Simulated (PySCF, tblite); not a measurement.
Isomers of C9H12FN. Method: GFN2-xTB as coded in tblite; computed harmonic values from a numerical Hessian at the method's own geometry, unscaled. Errors from tens to a few hundred cm⁻¹ against measured bands are possible. One conformer each.

Electronic energies: PBE0/pcSseg-1 single points on the GFN2-xTB geometries (PySCF, gas phase).

| SMILES | electronic energy, lowest = 0 (kJ/mol) |
| --- | --- |
| C[C@@H](F)[C@@H](C)c1ccccn1 | 0.0 |
| CCN(C)c1cccc(F)c1 | 37.1 |
| N#C[C@H]1[C@@H]2CC[C@H]1C[C@@H](F)C2 | 12.0 |

**Question.** How do GFN2-xTB zero-point energies change the relative energies?

**Answer.** 
```tsv
SMILES	ZPE (kJ/mol)	of it from modes above 1550 cm⁻¹	electronic (kJ/mol)	with ZPE, lowest = 0 (kJ/mol)	lowest mode (cm⁻¹)	rings
C[C@@H](F)[C@@H](C)c1ccccn1	495.9	237.0	0.0	0.0	32	1
N#C[C@H]1[C@@H]2CC[C@H]1C[C@@H](F)C2	509.4	228.2	12.0	25.5	104	2
CCN(C)c1cccc(F)c1	496.3	237.1	37.1	37.5	23	1
```

The zero-point energies span 13.5 kJ/mol, from `C[C@@H](F)[C@@H](C)c1ccccn1` to `N#C[C@H]1[C@@H]2CC[C@H]1C[C@@H](F)C2`. The order is unchanged.

**Question.** And how do the electronic energies of GFN2-xTB itself compare?

**Answer.** `C[C@@H](F)[C@@H](C)c1ccccn1` 6.3; `N#C[C@H]1[C@@H]2CC[C@H]1C[C@@H](F)C2` 0.0; `CCN(C)c1cccc(F)c1` 3.7 kJ/mol, lowest = 0. Against the energies above, taken from the same isomer `C[C@@H](F)[C@@H](C)c1ccccn1`, the largest difference is 39.7 kJ/mol.
